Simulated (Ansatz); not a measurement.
Ansatz (a program for electronic structure) input (B3LYP-D3(BJ)/def2-TZVP):

Ansatz 0.2 input:
```yaml
crystal:
  periodic: [false, false, false]
  atoms:
    - {symbol: Ca, position_ang: [-0.28121009, -0.09863860, -0.75686038]}
    - {symbol: O, position_ang: [-0.33280527, -0.05175931, 1.22314709]}
    - {symbol: O, position_ang: [1.03583051, 0.29835580, 0.66900385]}
basis:
  gaussian:
    orbitals: def2-TZVP
hamiltonian:
  xc: b3lyp
  dispersion: d3bj
phonons: {temperatures: {t_min: 298.15, t_max: 298.15, t_step: 100}}
```

Output:

```
Functional definition: B3LYP
integrals: 0.03 GiB planned
687 factors; their error is unknown
mean field: 0.27 GiB planned
mean field evaluation 1: about -22523.2556 eV, gradient 6.6e1 eV
mean field evaluation 2: about -22212.5715 eV, gradient 2.9e2 eV
mean field evaluation 4: about -22532.0081 eV, gradient 1.1e1 eV
mean field evaluation 8: about -22532.2933 eV, gradient 1.4e-1 eV
mean field evaluation 16: about -22532.3269 eV, gradient 2.7e-4 eV
mean field -22532.32694880 eV, -828.0477424088 hartree, gradient 4.9e-5 eV, S^2 0.000000; 0 other end points of the search recorded, 0 dependent functions left out
the calculation of the forces begins
reference -22532.32718948 eV, -828.0477512536 hartree; 18, 18 occupied and 80, 80 virtual orbitals, 687 factors
these checks for a lower state are left out or cut short: stability, starts, cluster_reference, orbital_swaps, neighbouring_geometries, increment
integrals: 0.03 GiB planned
687 factors; their error is unknown
mean field: 0.27 GiB planned
mean field -22532.32691212 eV, -828.0477410605 hartree, gradient 2.8e-6 eV, S^2 0.000000; 0 other end points of the search recorded, 0 dependent functions left out
the calculation of the forces begins
reference -22532.32715279 eV, -828.0477499051 hartree; 18, 18 occupied and 80, 80 virtual orbitals, 687 factors
these checks for a lower state are left out or cut short: stability, starts, cluster_reference, orbital_swaps, neighbouring_geometries, increment
integrals: 0.03 GiB planned
687 factors; their error is unknown
mean field: 0.27 GiB planned
mean field evaluation 32: about -22532.3269 eV, gradient 3.0e-3 eV
mean field -22532.32691793 eV, -828.0477412742 hartree, gradient 2.8e-6 eV, S^2 0.000000; 0 other end points of the search recorded, 0 dependent functions left out
the calculation of the forces begins
reference -22532.32715861 eV, -828.0477501191 hartree; 18, 18 occupied and 80, 80 virtual orbitals, 687 factors
these checks for a lower state are left out or cut short: stability, starts, cluster_reference, orbital_swaps, neighbouring_geometries, increment
integrals: 0.03 GiB planned
687 factors; their error is unknown
mean field: 0.27 GiB planned
mean field -22532.32691414 eV, -828.0477411348 hartree, gradient 2.8e-6 eV, S^2 0.000000; 0 other end points of the search recorded, 0 dependent functions left out
the calculation of the forces begins
reference -22532.32715474 eV, -828.0477499768 hartree; 18, 18 occupied and 80, 80 virtual orbitals, 687 factors
these checks for a lower state are left out or cut short: stability, starts, cluster_reference, orbital_swaps, neighbouring_geometries, increment
integrals: 0.03 GiB planned
687 factors; their error is unknown
mean field: 0.27 GiB planned
mean field -22532.32688830 eV, -828.0477401855 hartree, gradient 2.8e-6 eV, S^2 0.000000; 0 other end points of the search recorded, 0 dependent functions left out
the calculation of the forces begins
reference -22532.32712906 eV, -828.0477490331 hartree; 18, 18 occupied and 80, 80 virtual orbitals, 687 factors
these checks for a lower state are left out or cut short: stability, starts, cluster_reference, orbital_swaps, neighbouring_geometries, increment
integrals: 0.03 GiB planned
687 factors; their error is unknown
mean field: 0.27 GiB planned
mean field -22532.32692384 eV, -828.0477414915 hartree, gradient 2.8e-6 eV, S^2 0.000000; 0 other end points of the search recorded, 0 dependent functions left out
the calculation of the forces begins
reference -22532.32716450 eV, -828.0477503353 hartree; 18, 18 occupied and 80, 80 virtual orbitals, 687 factors
these checks for a lower state are left out or cut short: stability, starts, cluster_reference, orbital_swaps, neighbouring_geometries, increment
integrals: 0.03 GiB planned
687 factors; their error is unknown
mean field: 0.27 GiB planned
mean field evaluation 64: about -22532.3269 eV, gradient 3.0e-3 eV
mean field -22532.32692038 eV, -828.0477413643 hartree, gradient 2.8e-6 eV, S^2 0.000000; 0 other end points of the search recorded, 0 dependent functions left out
the calculation of the forces begins
reference -22532.32716109 eV, -828.0477502100 hartree; 18, 18 occupied and 80, 80 virtual orbitals, 687 factors
Total energy: -22532.39000949 eV, -828.0500598464 hartree
Atom 0 at    -0.281210    -0.098639    -0.756860 Å, force    -0.000232    -0.000081    -0.000623 eV/Å
Atom 1 at    -0.332805    -0.051759     1.223147 Å, force    -0.000063    -0.000005     0.000384 eV/Å
Atom 2 at     1.035831     0.298356     0.669004 Å, force     0.000295     0.000086     0.000239 eV/Å
Dipole moment:    -0.741178    -0.259979    -1.994836 e Å
Vibrations: 516.93 624.07 813.38 cm⁻¹, zero-point energy 0.121156 eV
```
